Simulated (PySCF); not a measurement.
## Polarisability and C₆ of Pt(2+) (platinum, charge +2)

[Xe] 4f14 5d8, high-spin 3F determinant. Calculation: PySCF 2.14, in ANO-RCC-VTZP (8s7p5d3f1g, 84 functions); scalar relativity by spin-free X2C-1e. Coupled (time-dependent) response in atomic units; α is the mean over directions. The basis has no added diffuse functions, which lowers α and C₆.

```
method  mean α (bohr³)  C₆ (like pair)  S(−4)
  PBE0           8.866           57.82  19.27
```

S(−4) is the Cauchy moment in α(ω) = α(0) + S(−4) ω² + …

Spin-orbit coupling is absent.

α(iu) at PBE0:

| u (hartree) | α(iu) (bohr³) |
| --- | --- |
| 0 | 8.866 |
| 0.0500 | 8.818 |
| 0.100 | 8.681 |
| 0.200 | 8.203 |
| 0.300 | 7.591 |
| 0.500 | 6.393 |
| 0.750 | 5.217 |
| 1.00 | 4.325 |
| 1.50 | 3.060 |
| 2.00 | 2.237 |
| 3.00 | 1.316 |
| 5.00 | 0.6023 |

A single London oscillator, α(iu) = α/(1 + u²/ω²), gives C₆ = (3/4) ω α². Matching the computed C₆ needs ω = 4 × 57.82 / (3 × 8.866²) = 0.981 hartree.

For an ion, C₆ is the dispersion term alone; charge-induced terms of lower order in 1/R come first.

Spin-orbit coupling, absent here, splits the open shell strongly.
